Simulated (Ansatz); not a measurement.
A nudged elastic band was laid between two geometries of BF2H3O (7 atoms, charge 0, multiplicity 1).

Theory: UKS PBE-D4/6-31G (Ansatz 0.2.0).

```yaml
movable_images: 7
climbing_image: yes
spring: 5.0 eV/Å²
optimiser: quadratic models (default)
start_path: through a guess of the saddle point
force_threshold: 0.03 eV/Å
iteration_limit: 60
end_points: relaxed
```

First end point:

```xyz
7
Properties=species:S:1:pos:R:3
B -0.469 -0.341 -0.506
H -0.019 -0.604 -1.583
F -0.720 -1.408 0.386
F -1.395 0.723 -0.419
H 0.662 1.344 0.576
O 0.879 0.405 0.365
H 1.063 -0.120 1.181
```

Last end point:

```xyz
7
Properties=species:S:1:pos:R:3
B -0.841 -0.482 0.578
H 1.405 0.800 -2.042
F -1.198 -1.783 0.377
F -1.784 0.494 0.341
H 1.325 0.410 -1.405
O 0.426 -0.190 1.007
H 0.668 0.751 1.145
```

What changes between the two ends?

Bonds broken: B1–H2, H5–O6. Bonds formed: H2–H5. BF2H3O becomes BF2HO + H2.

Give the energies along the band, and the barrier.

The run converged. The highest image is number 4 of 0 to 8, 1.28 eV above the first end and 1.82 eV above the last; the last end lies 0.53 eV below the first. Neighbouring images differ by up to 1.3 eV, so the band resolves the path poorly. A vibrational analysis at the climbing image gives one clearly imaginary mode, 1312i cm⁻¹: a first-order saddle point. The orbitals stay closed-shell, which can raise the energy where a bond breaks towards radicals; this wasn't checked here. Limits of this set-up: no polarisation functions.

| image | path coordinate (Å) | energy (eV) | B1–H2 (Å) | H5–O6 (Å) | H2–H5 (Å) |
| --- | --- | --- | --- | --- | --- |
| 0 | 0.00 | 0.00 | 1.20 | 0.99 | 2.99 |
| 1 | 0.70 | 0.02 | 1.20 | 0.98 | 2.76 |
| 2 | 1.41 | 0.05 | 1.20 | 0.98 | 2.46 |
| 3 | 2.11 | 0.24 | 1.22 | 0.99 | 1.88 |
| 4 | 2.82 | 1.28 | 1.39 | 1.29 | 1.04 |
| 5 | 3.51 | -0.06 | 2.00 | 1.96 | 0.76 |
| 6 | 4.21 | -0.49 | 2.63 | 2.56 | 0.75 |
| 7 | 4.90 | -0.53 | 3.25 | 2.72 | 0.75 |
| 8 | 5.60 | -0.53 | 3.68 | 2.64 | 0.75 |

What is the geometry of the highest image?


```xyz
7
Properties=species:S:1:pos:R:3:forces:R:3
B -0.448 -0.268 -0.134 0.00 0.01 0.00
H 0.242 -0.014 -1.309 0.00 0.00 0.00
F -0.796 -1.603 -0.087 0.00 0.00 0.00
F -1.464 0.676 0.016 0.00 0.00 0.00
H 0.905 0.276 -0.556 0.00 0.00 0.00
O 0.828 0.093 0.715 0.00 0.00 0.00
H 0.734 0.839 1.355 0.00 0.00 0.00
```

The run took 6.5 min on 1 thread of Intel(R) Xeon(R) Processor @ 2.50GHz (Skylake/Cascade Lake), with other jobs on the host, peak memory 0.11 GiB.
